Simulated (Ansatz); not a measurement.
Program: Ansatz. Geometries: PBE0-D4/def2-TZVP. ΔE: electronic, gas phase. CCSD(T)/CBS is the MP2 limit (def2-TZVPP, def2-QZVPP) plus CCSD(T) − MP2 in def2-TZVPP, frozen cores. This one scheme is used for every species. For Ti outer-core shells are correlated without core-valence functions, which leaves a few kJ/mol of doubt a bond. Scalar relativity is left out up to krypton. One conformer a species, not always the lowest.

Consider the ligand exchange at a Ti–F bond: `[CH3][Ti]([OH])([F])[F]` + HCl → `[CH3][Ti]([OH])([F])[Cl]` + H–F.

```json
{"species": "`[CH3][Ti]([OH])([F])[F]`", "CCSD(T)/CBS(def2) energy (Eh)": "-1164.33683"}
{"species": "HCl", "CCSD(T)/CBS(def2) energy (Eh)": "-460.38127"}
{"species": "`[CH3][Ti]([OH])([F])[Cl]`", "CCSD(T)/CBS(def2) energy (Eh)": "-1524.31841"}
{"species": "H–F", "CCSD(T)/CBS(def2) energy (Eh)": "-100.39570"}
```

Question: Work out ΔE.

Answer: ΔE = (-1524.31841) + (-100.39570) − (-1164.33683) − (-460.38127) = 0.00399 Eh = +10.5 kJ/mol.

Question: What do rigid-rotor, harmonic-oscillator terms from PBE0-D4/def2-TZVP frequencies (298.15 K, 1 bar) make of the CCSD(T)/CBS value? (Best estimate.)

Answer: Computed: ΔZPE = +4.3 kJ/mol, ΔH = +15.7 kJ/mol, ΔS = 0 J/(mol·K), ΔG = +15.7 kJ/mol.

Largest T1 diagnostic among the species: 0.022, so the coupled-cluster value is less sure than usual.

At CCSD(T), def2-SVP lies +21.1 kJ/mol from the extrapolated value and def2-TZVPP +6.0 kJ/mol. From BLYP to BHLYP (50 % exact exchange), in def2-TZVPP and without D4, ΔE moves by −7.8 kJ/mol. Leaving LDA and LC-ωPBE aside and taking each functional with its dispersion term where it has one, the values, not all of them listed here, spread over 15.2 kJ/mol, from PBE-QIDH to CAM-B3LYP-D4. LDA lies −3.2 kJ/mol from PBE without D4.
